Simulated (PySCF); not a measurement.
**Constants of SiAs, step by step**

State: ²Π, doublet, unpaired electrons π ↑. De refers to Si + As. ROHF-based CCSD(T) in PySCF 2.14 with Si aug-cc-pV(D+d)Z, As cc-pwCVDZ-PP with ECP10 and Si aug-cc-pV(T+d)Z, As cc-pwCVTZ-PP with ECP10 (frozen core orbitals: 9; scalar-relativistic core potentials). Correlation energies are extrapolated as n⁻³ (n = 2, 3), Hartree–Fock as (n+1)·exp(−9√n).

| Level | Re (Å) | ωe (cm⁻¹) | ωexe (cm⁻¹) | αe (cm⁻¹) | De (eV) |
| --- | --- | --- | --- | --- | --- |
| CCSD(T)/DZ | 2.2052 | 472.6 | 1.79 | 0.000810 | 2.698 |
| CCSD(T)/TZ | 2.1855 | 484.3 | 1.67 | 0.000782 | 3.109 |
| HF/CBS | 2.1454 | 545.8 | 1.37 | 0.000649 | 1.162 |
| MP2/CBS | 2.1659 | 505.2 | 1.31 | 0.000698 | 3.203 |
| CCSD/CBS | 2.1621 | 512.2 | 1.54 | 0.000724 | 2.969 |
| CCSD(T)/CBS | 2.1791 | 489.0 | 1.64 | 0.000777 | 3.257 |

How much is left between CCSD(T)/TZ and the basis-set limit, and how much do the triples give at the limit?

CCSD(T)/CBS less CCSD(T)/TZ: -6.4 mÅ in Re, +4.7 cm⁻¹ in ωe and +0.148 eV in De. CCSD(T)/CBS less CCSD/CBS: +17.0 mÅ in Re, -23.2 cm⁻¹ in ωe and +0.288 eV in De.

The T1 diagnostic is 0.020. The state was picked by a PBE0 search and need not be the measured ground state. Spin–orbit coupling, excitations beyond (T) and corrections to the Born–Oppenheimer picture are left out.

The whole job (state search and all basis sets along the bond) took about 26 min on 4 threads of Arm Neoverse V2 (shared host), peak memory 14 GiB.
